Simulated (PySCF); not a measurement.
## CeO: frontier orbitals

r²SCAN at R = 1.788 Å; Ce x2c-SVPall, O x2c-SVPall; spin-free X2C with a Gaussian nucleus (PySCF 2.14). State: triplet, about 1.4 electrons in the 4f shell (Mulliken), real f orbitals that mix terms. Only the outer orbitals are listed, counted within each symmetry.

| spin | orbital | occ. | ε (eV) | on Ce (%) | main shells (%) |
| --- | --- | --- | --- | --- | --- |
| α | 6π | 1 | -22.14 | 99 | 99 Ce p |
| α | 6π | 1 | -22.14 | 99 | 99 Ce p |
| α | 13σ | 1 | -17.77 | 48 | 50 O s, 42 Ce p |
| α | 7π | 1 | -7.52 | 26 | 74 O p, 18 Ce d |
| α | 7π | 1 | -7.52 | 26 | 74 O p, 18 Ce d |
| α | 14σ | 1 | -6.82 | 37 | 61 O p, 17 Ce d, 10 Ce f |
| α | 3δ | 1 | -3.60 | 100 | 97 Ce f |
| α | 15σ | 1 | -3.37 | 100 | 85 Ce s, 9 Ce p |
| α | 1φ | 0 | -2.61 | 100 | 96 Ce f |
| α | 1φ | 0 | -2.61 | 100 | 96 Ce f |
| α | 16σ | 0 | -2.38 | 99 | 76 Ce f, 19 Ce d |
| β | 6π | 1 | -21.67 | 99 | 99 Ce p |
| β | 6π | 1 | -21.67 | 99 | 99 Ce p |
| β | 13σ | 1 | -17.58 | 50 | 47 O s, 44 Ce p |
| β | 7π | 1 | -7.52 | 24 | 76 O p, 16 Ce d |
| β | 7π | 1 | -7.52 | 24 | 76 O p, 16 Ce d |
| β | 14σ | 1 | -6.74 | 35 | 63 O p, 18 Ce d, 9 Ce p |
| β | 15σ | 0 | -1.99 | 99 | 87 Ce s |
| β | 1φ | 0 | -1.75 | 100 | 100 Ce f |
| β | 1φ | 0 | -1.75 | 100 | 100 Ce f |

Which are the highest filled and the lowest empty level, where do they sit, and how wide is the gap?

Highest filled α 15σ at -3.37 eV (in %: 85 Ce s, 9 Ce p); lowest empty α 1φ at -2.61 eV (in %: 96 Ce f); the gap at r²SCAN is 0.76 eV.

- bond order (Mayer): 2.39
- ⟨S²⟩: 2.008
- charge on Ce (Mulliken, basis-dependent): 0.28
- charge on Ce (Löwdin, basis-dependent): -0.05
- dipole moment (positive dipole means Ce(−)O(+)): -2.91 D

Spin–orbit coupling is left out. The state is the lowest single determinant that the PBE0 search found; with open d or f shells the true ground state can be another one.
